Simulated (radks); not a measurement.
Question: Calculated with a radial shooting solver on a logarithmic mesh with Libxc functionals: non-relativistic Kohn-Sham, PBE, spin-unpolarised, spherical densities, point nucleus. Response by self-consistent Sternheimer equations with the Hartree and adiabatic LDA kernel. For heavy and open-shell atoms this level of theory can miss by tens of per cent. Rank I, Ni, He, Se, Ne+, Nb2+, Te+, B2+ (NIST ground configurations) by static dipole polarisability, largest first.

Answer: Ni 48.05, I 34.62, Se 28.38, Te+ 24.12, Nb2+ 11.52, B2+ 6.147, He 1.593, Ne+ 1.413 bohr^3.
